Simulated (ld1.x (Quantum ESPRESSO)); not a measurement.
# Co (Z = 27), RRKJ: configuration errors across variants

```json
{"Element": "cobalt", "Generator": "ld1.x (Quantum ESPRESSO) 7.5", "Type": "norm-conserving RRKJ (Kleinman–Bylander form)", "Functional": "LDA (PZ)", "Relativity": "scalar-relativistic", "Frozen core": "[Ne] 3s2", "Valence charge": "15", "Reference configuration": "3p6 3d7 4s0 4p0 (charge +2)", "Partial waves": "3p (bound): rc 0.85 bohr; 3d (bound): rc 0.90 bohr; 4s (bound, empty): rc 1.65 bohr", "Local potential": "the s channel", "Core correction": "none"}
```

All-electron excitation energies from the reference (eV): (1) 3p6 3d7 4s2 4p0 -26.380; (2) 3p6 3d7 4s1 4p0 -17.085; (3) 3p6 3d6 4s0 4p0 36.188; (4) 3p6 3d8 4s0 4p0 -19.675; (5) 3p6 3d7 4s1.5 4p0 -22.659; (6) 3p6 3d7.5 4s1.5 4p0 -27.361; (7) 3p6 3d7 4s1 4p1 -21.952; (8) 3p6 3d7 4s0 4p0 spin -2.073; (9) 3p6 3d7 4s2 4p0 spin -28.364.

Spin tests fill each open shell by Hund’s rule, majority spin first.

A true bound ghost makes a file unfit for plane-wave use even where its test errors are small: the radial tests pick states by their node count and pass the ghost by.

Errors AE − PS in meV (a dash: test not solved or not reliable):

```tsv
change	(1)	(2)	(3)	(4)	(5)	(6)	(7)	(8)	(9)	bound ghosts
base	-10	-4.2	-348	-192	-7.4	-12	-627	+467	+459	none
all radii scaled by about 0.78 (s 1.30, p 0.66, d 0.70 bohr)	+81	+26	-285	-137	+53	+98	-416	+486	+583	s (extra level of the local part)
all radii scaled by about 0.89 (s 1.48, p 0.76, d 0.80 bohr)	+13	+3.5	-329	-172	+7.7	+7.9	-549	+480	+495	none
all radii scaled by about 1.06 (s 1.76, p 0.90, d 0.96 bohr)	-17	-6.4	-347	-196	-12	-16	-649	+462	+447	none
all radii scaled by about 1.18 (s 1.94, p 1.00, d 1.06 bohr)	-23	-8.2	-332	-196	-16	-20	-668	+447	+426	none
all radii scaled by about 1.25 (s 2.06, p 1.06, d 1.12 bohr)	-22	-8.1	-322	-194	-15	-21	-669	+438	+417	none
```

Problem. Give the same row for: all radii scaled by about 1.34 (s 2.22, p 1.14, d 1.20 bohr).

Solution. -18, -6.7, -306, -190, -13, -21, -666, +422, +405; bound ghosts: none.
